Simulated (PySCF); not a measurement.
C2H12OSi3, SMILES [SiH3][C@@H](O[SiH2][SiH3])C. Coordinates come from a PBE-D3(BJ)/def2-SVP optimisation. The structure was generated by enumeration; whether it is a known compound was not checked. One conformer was computed; it need not be the lowest.

Computed equilibrium geometry at PBE-D3(BJ)/def2-SVP (PySCF confirms it by a frequency run) as Cartesian coordinates in Å (one conformer of several):
```xyz
18

C     -1.0793    -1.7907     0.0112
C     -0.9827    -0.3007    -0.3129
Si    -2.6848     0.5329    -0.6131
O     -0.3809     0.4488     0.7530
Si     1.2486     0.3258     1.1921
Si     2.6229     0.0477    -0.7105
H     -1.6624    -1.9561     0.9399
H     -0.0713    -2.2357     0.1588
H     -1.5703    -2.3462    -0.8138
H     -0.3809    -0.1760    -1.2496
H     -3.3885    -0.1396    -1.7641
H     -3.5280     0.3982     0.6245
H     -2.4862     1.9862    -0.9368
H      1.5751     1.6051     1.9071
H      1.4985    -0.8192     2.1452
H      2.3659    -1.2769    -1.3822
H      2.3873     1.1430    -1.7168
H      4.0676     0.0864    -0.2847
```
